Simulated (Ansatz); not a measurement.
Cost and result up the ladder for SnH(NHtBu)3 (C₁₂H₃₁N₃Sn) (47 atoms). The state is a singlet with charge 0. Geometry: PBE-D4/def2-SVP.

Cartesian coordinates in Å:
```
Sn 0.282 -0.211 0.378
H 1.213 -0.928 1.635
N -1.549 -1.184 0.208
C -1.678 -2.575 -0.270
C -0.696 -3.459 0.515
C -3.123 -3.025 0.020
C -1.385 -2.703 -1.782
H -2.209 -0.575 -0.296
H -0.825 -4.526 0.246
H 0.357 -3.190 0.288
H -0.856 -3.350 1.606
H -3.341 -2.944 1.103
H -3.294 -4.072 -0.302
H -3.849 -2.383 -0.522
H -0.341 -2.394 -1.999
H -2.071 -2.054 -2.367
H -1.520 -3.744 -2.143
N 1.295 -0.360 -1.433
C 2.545 0.373 -1.717
C 3.533 0.128 -0.565
C 3.124 -0.204 -3.023
C 2.309 1.891 -1.876
H 0.626 -0.229 -2.204
H 4.515 0.592 -0.783
H 3.163 0.574 0.382
H 3.683 -0.958 -0.402
H 3.303 -1.292 -2.918
H 4.078 0.291 -3.296
H 2.415 -0.056 -3.866
H 1.905 2.319 -0.935
H 1.581 2.089 -2.691
H 3.247 2.431 -2.127
N -0.058 1.797 0.802
C -0.925 2.248 1.909
C -0.513 1.509 3.192
C -0.689 3.760 2.086
C -2.420 1.983 1.625
H -0.309 2.289 -0.066
H -1.084 1.885 4.064
H -0.718 0.420 3.112
H 0.568 1.647 3.394
H 0.380 3.961 2.299
H -1.301 4.172 2.915
H -0.961 4.311 1.161
H -2.604 0.894 1.514
H -2.733 2.488 0.687
H -3.070 2.361 2.442
```

Ansatz on 2 threads of AMD EPYC 7R13 on a shared host and a share (18 GiB) of an NVIDIA H100 80GB HBM3. Times are rough, and most runs start from the orbitals of an earlier one. PBE0-D4/def2-TZVP serves as the yardstick here, not as an exact answer. Differences are given only for rows in sets of like size (and for xTB, whose basis is part of the method), since another set adds its own error. Binding counts from free atoms at the same level (Sn triplet, H doublet, N quartet, C triplet; other spins of the atoms weren't run), without zero-point energy or a counterpoise term.

In the def2 sets Sn takes a core potential; there is no spin–orbit coupling. HSE06 is defined as in plane-wave codes, on full-range PBE exchange. Correlated methods freeze 19 core orbitals; core or outer-core shells of Sn are correlated, in sets that lack core-valence functions. The rows differ in basis, and correlated rows in double-zeta sets carry the largest basis error. Single mean-field runs in def2-TZVP are fitted with def2-universal-jkfit.

Correlated methods converge slowly with the basis, most of all in double-zeta sets.

| level | functions | binding energy per atom (eV) | difference from PBE0-D4/def2-TZVP (eV) |
| --- | --- | --- | --- |
| PBE0-D4/def2-SVP | 391 | 4.05 | – |
| PBE-D4/def2-TZVP (with forces) | 701 | 4.07 | 0.06 |
| PBE0-D4/def2-TZVP | 701 | 4.01 | 0.00 |
| BHLYP-D4/def2-TZVP (with forces) | 701 | 3.89 | -0.12 |
| MP2/def2-SVP | 391 | 3.85 | – |
| r2SCAN-D4/def2-TZVP | 701 | 3.99 | -0.02 |
| HSE06-D4/def2-TZVP | 701 | 4.01 | 0.00 |
| PBE-D4/def2-SVP | 391 | 4.10 | – |
| revPBE-D4/def2-TZVP | 701 | 3.99 | -0.03 |

Problem. Estimate how long each takes.

Solution. PBE-D4/def2-SVP 3.7 s; revPBE-D4/def2-TZVP 4.1 s; HSE06-D4/def2-TZVP 5.5 s; PBE0-D4/def2-TZVP 5.5 s; MP2/def2-SVP 5.5 s; PBE0-D4/def2-SVP 6.5 s; PBE-D4/def2-TZVP (with forces) 7.5 s; r2SCAN-D4/def2-TZVP 8.5 s; BHLYP-D4/def2-TZVP (with forces) 9.5 s. On shared hardware such times vary by a factor of up to 3.
